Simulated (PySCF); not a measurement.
A side-by-side comparison of computed properties.

First species: C3H6O2Si.
SMILES: `C=C1C[Si@@H](O)O1`

Second species: C3H6O2Si.
Geometry (GFN2-xTB, Å), atoms numbered from 1 in this order:
```
atom  x, y, z in Å
C1     1.9250    0.0525   -0.0025
C2     0.4444   -0.0205    0.0902
C3    -0.3309   -0.4004    1.0992
O4    -1.6769   -0.3417    0.8297
Si5   -1.8946    0.2020   -0.7161
O6    -0.2773    0.3550   -1.0219
H7     2.3709   -0.2684    0.9339
H8     2.2796   -0.5844   -0.8116
H9     2.2347    1.0732   -0.2223
H10   -0.0507   -0.7405    2.0764
H11   -2.4797   -0.8312   -1.5557
H12   -2.5433    1.5036   -0.7254
```

Levels: CAM-B3LYP/def2-SVPD for dipole moment, HOMO energy, LUMO energy, HOMO–LUMO gap, static isotropic polarisability and electronic spatial extent ⟨r²⟩ about the centre of nuclear charge; TDDFT CAM-B3LYP/def2-SVPD for lowest singlet excitation; TDA CAM-B3LYP/def2-SVPD for lowest triplet excitation (Tamm–Dancoff); GFN2-xTB for rotational constant A and rotational constant C. Geometries: GFN2-xTB. Each structure is a single optimised conformer of the isolated species, non-relativistic unless stated. Electronic properties by PySCF.

The conformers computed, where there is a choice (atom-mapped SMILES and torsion angles):
- `[CH2:1]=[C:2]1[CH2:3][Si@@H:4]([OH:5])[O:6]1`: H–O5–Si4–C3 56°

**Question.** Which of the two has the higher rotational constant A, and by how much?

**Answer.** The first: 8.055 GHz against 6.776 GHz, a difference of 1.279 GHz.

**Question.** Which has the higher T1 energy?

**Answer.** The first: 4.36 eV against 4.07 eV, a difference of 0.29 eV.

**Question.** Which of the two has the higher S1 energy, and by how much?

**Answer.** The first: 6.34 eV against 5.17 eV, a difference of 1.17 eV.

**Question.** Which of the two has the higher dipole moment, and by how much?

**Answer.** The first: 1.74 D against 0.45 D, a difference of 1.29 D.

**Question.** Which has the higher ⟨r²⟩?

**Answer.** The first: 705 bohr² against 653 bohr², a difference of 52 bohr².

**Question.** Which has the higher rotational constant C?

**Answer.** The second: 1.924 GHz against 1.799 GHz, a difference of 0.125 GHz.

**Question.** Which has the higher HOMO energy?

**Answer.** The second: -7.31 eV against -8.10 eV, a difference of 0.79 eV.

**Question.** Which has the higher static isotropic polarisability?

**Answer.** The first: 64.9 au against 62.4 au, a difference of 2.5 au.

On the first: The principal polarisabilities are 52.4, 56.9 and 85.4 au; their mean is the isotropic value. A dipole of 1.74 D is allowed in C1, and pure rotational transitions are dipole-allowed.

On the second: The polarisability is 9.25 Å³ as a volume (1 au = 0.148185 Å³), or 1.16 au for each of the 54 electrons. S1 lies 3.09 eV below the HOMO–LUMO gap; its leading configuration is HOMO→LUMO, weight 0.96.
